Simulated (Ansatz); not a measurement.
Gas-phase electronic energies from Ansatz, PBE0-D4/def2-TZVP geometries. CCSD(T)/CBS adds triple-zeta CCSD(T) − MP2 to the extrapolated MP2 energy (def2 sets, frozen cores). For Ge outer-core shells are correlated without core-valence functions, which leaves a few kJ/mol of doubt a bond. Scalar relativity is left out up to krypton. Each species was taken in one conformer, which may not be the lowest.

Consider the isomerisation: `[SiH3][GeH2][SiH2][SiH2][GeH3]` → `[SiH3][GeH2][SiH2][GeH2][SiH3]`.

`[SiH3][GeH2][SiH2][SiH2][GeH3]`:

```xyz
17

Si    2.222    0.538   -1.377
Ge    0.014   -0.097   -1.993
Si   -0.851   -1.669   -0.425
Si   -0.443   -0.856    1.727
Ge   -1.258    1.373    1.904
H     3.088   -0.668   -1.295
H     2.805    1.484   -2.365
H     2.194    1.194   -0.042
H     0.007   -0.691   -3.415
H    -0.890    1.151   -2.002
H    -2.315   -1.849   -0.630
H    -0.182   -2.985   -0.624
H    -1.084   -1.711    2.764
H     1.027   -0.851    1.968
H    -1.020    1.946    3.311
H    -2.768    1.415    1.610
H    -0.545    2.276    0.884
```

`[SiH3][GeH2][SiH2][GeH2][SiH3]`:

```xyz
17

Si    1.017   -2.357   -0.784
Ge    1.615   -0.089   -1.185
Si    1.283    1.200    0.789
Ge   -0.901    0.753    1.623
Si   -2.498    0.974   -0.127
H     1.223   -3.191   -1.997
H     1.842   -2.906    0.325
H    -0.415   -2.427   -0.389
H     0.721    0.479   -2.304
H     3.077    0.001   -1.660
H     2.310    0.833    1.803
H     1.416    2.652    0.489
H    -1.250    1.701    2.786
H    -0.941   -0.689    2.165
H    -2.177    0.009   -1.212
H    -3.875    0.704    0.364
H    -2.446    2.351   -0.685
```

```json
{"species": "`[SiH3][GeH2][SiH2][SiH2][GeH3]`", "CCSD(T)/CBS(def2) energy (Eh)": "-5026.67672"}
{"species": "`[SiH3][GeH2][SiH2][GeH2][SiH3]`", "CCSD(T)/CBS(def2) energy (Eh)": "-5026.68244"}
```

**Question.** Work out ΔE.

**Answer.** ΔE = (-5026.68244) − (-5026.67672) = -0.00572 Eh = -15.0 kJ/mol.

Largest T1 diagnostic among the species: 0.013.

Leaving LDA and LC-ωPBE aside and taking each functional with its dispersion term where it has one, the values, not all of them listed here, spread over 10.6 kJ/mol, from B2PLYP to B97M-V.
